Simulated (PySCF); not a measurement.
Isomers of C7H7N.

All values: PBE0/def2-SVPD (PySCF) at GFN2-xTB geometries, gas phase, one conformer each. Core orbitals are frozen in the response; Δα² is half the sum of the squared differences of the principal polarisabilities.

(1) Rank by HOMO–LUMO gap, lowest first.
A. `C=C1C[C@H](C#N)C1=C`
B. `[CH2:1]=[CH:2][C:3](=[CH2:4])/[CH:5]=[CH:6]/[C:7]#[N:8]` with C1–C2–C3–C4 147°, C2–C3–C5–C6 -25°
C. `[CH:1]#[C:2][C:3](=[CH2:4])[CH2:5][CH2:6][C:7]#[N:8]` with C2–C3–C5–C6 66°, C3–C5–C6–C7 -178°
D. `[CH2:1]=[C:2]=[CH:3][CH2:4]/[CH:5]=[CH:6]\[C:7]#[N:8]` with C2–C3–C4–C5 106°, C3–C4–C5–C6 113°

(2) Rank by mean static polarisability, lowest first.
A. `[CH2:1]=[C:2]=[CH:3][CH2:4]/[CH:5]=[CH:6]\[C:7]#[N:8]` with C2–C3–C4–C5 106°, C3–C4–C5–C6 113°
B. `NC1=CC2=C(C=C1)C2`
C. `[CH2:1]=[CH:2][C:3](=[CH2:4])/[CH:5]=[CH:6]/[C:7]#[N:8]` with C1–C2–C3–C4 147°, C2–C3–C5–C6 -25°
D. `C=C1C[C@H](C#N)C1=C`

(3) Rank by HOMO energy, lowest first.
A. `[CH:1]#[C:2][C:3](=[CH2:4])[CH2:5][CH2:6][C:7]#[N:8]` with C2–C3–C5–C6 66°, C3–C5–C6–C7 -178°
B. `[CH2:1]=[C:2]=[CH:3][CH2:4]/[CH:5]=[CH:6]\[C:7]#[N:8]` with C2–C3–C4–C5 106°, C3–C4–C5–C6 113°
C. `[CH2:1]=[CH:2][C:3](=[CH2:4])/[CH:5]=[CH:6]/[C:7]#[N:8]` with C1–C2–C3–C4 147°, C2–C3–C5–C6 -25°
D. `Nc1ccc2c(c1)C2`

Answers

(1) B (5.00 eV), A (5.51 eV), D (6.11 eV), C (6.25 eV).

(2) D (12.65 Å³), B (12.98 Å³), A (13.91 Å³), C (14.16 Å³).

(3) B (-7.68 eV), A (-7.54 eV), C (-7.15 eV), D (-5.70 eV).

All values together:

| SMILES | μ (D) | HOMO (eV) | LUMO (eV) | α (Å³) | Δα (Å³) |
| --- | --- | --- | --- | --- | --- |
| C=C1C[C@H](C#N)C1=C | 4.10 | -7.20 | -1.69 | 12.65 | 5.69 |
| C=CC(=C)/C=C/C#N | 4.78 | -7.15 | -2.16 | 14.16 | 10.30 |
| C#CC(=C)CCC#N | 4.05 | -7.54 | -1.29 | 12.72 | 5.91 |
| C=C=CC/C=C\C#N | 4.23 | -7.68 | -1.57 | 13.91 | 12.51 |
| Nc1ccc2c(c1)C2 | 1.60 | -5.70 | -0.22 | 12.98 | 8.57 |

Conformers: `[CH2:1]=[CH:2][C:3](=[CH2:4])/[CH:5]=[CH:6]/[C:7]#[N:8]` with C1–C2–C3–C4 147°, C2–C3–C5–C6 -25°; `[CH:1]#[C:2][C:3](=[CH2:4])[CH2:5][CH2:6][C:7]#[N:8]` with C2–C3–C5–C6 66°, C3–C5–C6–C7 -178°; `[CH2:1]=[C:2]=[CH:3][CH2:4]/[CH:5]=[CH:6]\[C:7]#[N:8]` with C2–C3–C4–C5 106°, C3–C4–C5–C6 113°.
